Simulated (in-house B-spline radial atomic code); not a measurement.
Configurations of neutral dysprosium, with energies counted from [Xe] 4f10 6s2. All numbers are computed (scalar-relativistic (X2C) r2SCAN, spin-polarised, spherical fractional occupations; Fermi nucleus of rms radius 5.2218 fm) with a radial B-spline atomic code at the basis-set limit, not measured. Shells without spins written out take the highest spin.

Occupations are held fixed; configurations that lie above the ionisation limit could autoionise.

```csv
configuration,E - E(ref) (eV),highest orbital,its <r> (bohr)
[Xe] 4f9 5d1 6s2,1.3614,5d up,2.728
[Xe] 4f10 6s1 6p1,1.8158,4f down,0.9164
"[Xe] 4f(4 up, 6 down) 6s2",2.9751,4f up,0.899
[Xe] 4f10 6s1 6d1,4.3095,6d up,12.1
"[Xe] 4f(7 up, 2 down) 6s2 7p(0 up, 1 down)",5.8189,7p down,12.16
"[Kr] 4d(4 up, 5 down) 4f(3 up, 7 down) 5s2 5p6 6s2 6p(0 up, 1 down)",156.28,6p down,4.833
[Kr] 4d9 4f10 5s2 5p6 6s2 7s1,158.42,7s up,9.192
```

Task: Order these further configurations by energy, lowest first.
A. [Kr] 4d9 4f10 5s2 5p6 5d1 6s2
B. [Xe] 4f9 6s2 6d1
C. [Kr] 4d10 4f10 5s2 5p5 6s2 7f1
D. [Xe] 4f10 6s1 6f1
E. [Kr] 4d(4 up, 5 down) 4f(4 up, 6 down) 5s2 5p6 6s2 7p(1 up, 0 down)

Result: D (5.1001 eV), B (5.9934 eV), C (30.053 eV), A (154.66 eV), E (163.52 eV).

Task: How far above the reference does [Kr] 4d9 4f11 5s2 5p6 6s2 lie?

Result: 152.28 eV; its least bound orbital is 4f down with <r> = 0.9041 bohr.

Task: How far above the reference does [Xe] 4f10 6s1 7p1 lie?

Result: 4.0983 eV; its least bound orbital is 7p up with <r> = 12.76 bohr.

Task: How far above the reference does [Kr] 4d10 4f(3 up, 7 down) 5s2 5p(3 up, 2 down) 6s2 7s(1 up, 0 down) lie?

Result: 29.656 eV; its least bound orbital is 7s up with <r> = 9.347 bohr.
